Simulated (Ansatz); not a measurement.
Geometry optimisation, RKS r2SCAN/def2-mTZVP (Ansatz).

Input:

```yaml
crystal:
  periodic: [false, false, false]
  atoms:
    - { symbol: Al, position_ang: [0.0, 0.0, 0.0] }
    - { symbol: H, position_ang: [0.0, 0.0, 1.91] }
    - { symbol: O, position_ang: [1.5415, 0.0, -0.89] }
    - { symbol: H, position_ang: [1.8414, -0.9519, -1.0449] }
    - { symbol: O, position_ang: [-1.5415, 0.0, -0.89] }
    - { symbol: H, position_ang: [-2.0512, -0.8467, -0.6815] }
    - { symbol: Cl, position_ang: [0.1134, 2.3983, 0.7978] }
    - { symbol: H, position_ang: [0.0464, 0.9821, 1.9502] }
basis:
  gaussian: { orbitals: def2-mTZVP }
hamiltonian:
  xc: r2scan
relax:
  f_tol: 0.15
  max_steps: 25
  restrain:
    - { distance: [0, 6], at: 3.43, k: 30.0 }
    - { distance: [7, 1], at: 1.86, k: 30.0 }
    - { distance: [0, 1], at: 1.56, k: 30.0 }
    - { distance: [7, 6], at: 1.37, k: 30.0 }
```

Launched with:

```bash
$ ansatz run input.yaml --threads 4 --pin off --max-ram 5120MiB --backend cpu --events-out ev --progress --plain --runs-dir out
```

Task: Where does it end, and by what steps?

Result: The forces met the threshold. The restraints hold the end off the free minimum. After 11 steps the energy has fallen by 0.903 eV (the restraints' own energy left out); Cl7 moved furthest, 0.64 Å. Parted: Al1–Cl7 (2.53 → 3.43 Å). Joined: Cl7–H8 (1.83 → 1.34 Å).

| step | energy less start (eV) | largest force component (eV/Å) | accepted |
| --- | --- | --- | --- |
| 0 | 0.0000 | 3.343 | yes |
| 1 | 0.3014 | 2.515 | yes |
| 2 | 0.0576 | 2.216 | yes |
| 3 | -0.2460 | 2.159 | yes |
| 4 | -0.4616 | 1.481 | yes |
| 5 | -0.6970 | 0.907 | yes |
| 6 | -0.7573 | 0.785 | yes |
| 7 | -0.8010 | 0.930 | yes |
| 8 | -0.6676 | 2.866 | no |
| 9 | -0.8397 | 0.912 | yes |
| 10 | -0.8762 | 0.863 | yes |
| 11 | -0.9027 | 0.827 | yes |

```xyz
8
Properties=species:S:1:pos:R:3
Al 0.050 -0.397 0.050
H -0.050 -0.227 1.605
O 1.617 -0.520 -0.576
H 1.819 -0.720 -1.496
O -1.308 -0.534 -0.962
H -2.212 -0.433 -0.646
Cl -0.004 2.802 1.280
H 0.038 1.611 1.897
```

The run took 21 s on 4 threads of Arm Neoverse V2, on a shared host, peak memory 0.16 GiB.
